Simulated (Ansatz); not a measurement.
Relaxation of Ge$_{3}$H$_{8}$ (11 atoms, charge 0, multiplicity 1), to a largest force component of 0.03 eV/Å in at most 50 steps.

Method: Ansatz 0.2.0, RKS PBE-D4/def2-SVP.

```xyz
11
Properties=species:S:1:pos:R:3:forces:R:3
Ge 0.069 0.001 0.200 0.11 -0.05 0.14
H 0.139 -0.065 1.743 -0.68 0.01 0.31
Ge 2.467 0.031 0.234 0.57 -0.01 -0.35
H 3.024 -1.416 0.358 -0.02 0.02 0.00
H 3.183 0.726 -0.951 0.05 0.00 -0.10
H 2.866 0.797 1.523 -0.01 0.03 0.02
Ge -1.058 1.960 -0.696 -0.01 -0.04 0.01
H -2.522 1.580 -1.038 -0.02 0.04 0.01
H -1.046 3.127 0.321 0.00 0.01 0.01
H -0.348 2.415 -1.997 0.00 0.00 0.00
H -0.545 -1.319 -0.331 0.02 0.00 -0.04
```

Q: Where does it end, and by what steps?

A: The forces met the threshold. The force dipped under the threshold on the way, but the program's further checks kept it going. After 9 steps the energy has fallen by 0.239 eV; H2 moved furthest, 0.73 Å.

```csv
step,energy less start (eV),largest force component (eV/Å),accepted
0,0.0000,0.681,yes
1,-0.1349,0.268,yes
2,-0.2033,0.099,yes
3,-0.2262,0.078,yes
4,-0.2289,0.079,yes
5,-0.2342,0.008,yes
6,-0.2366,0.073,yes
7,-0.2373,0.076,yes
8,-0.2380,0.056,yes
9,-0.2387,0.021,yes
```

```xyz
11
Properties=species:S:1:pos:R:3
Ge 0.053 -0.115 0.221
H -0.492 -0.427 1.643
Ge 2.482 0.096 0.289
H 3.148 -1.230 0.748
H 3.017 0.459 -1.122
H 2.896 1.224 1.273
Ge -0.970 1.938 -0.607
H -2.516 1.807 -0.664
H -0.609 3.125 0.326
H -0.446 2.261 -2.033
H -0.333 -1.302 -0.706
```

Whether the end is a true minimum wasn't checked by a vibrational analysis.

Time of the run: 18 s on 4 threads of Arm Neoverse V1, with other jobs on the host, peak memory 0.21 GiB.
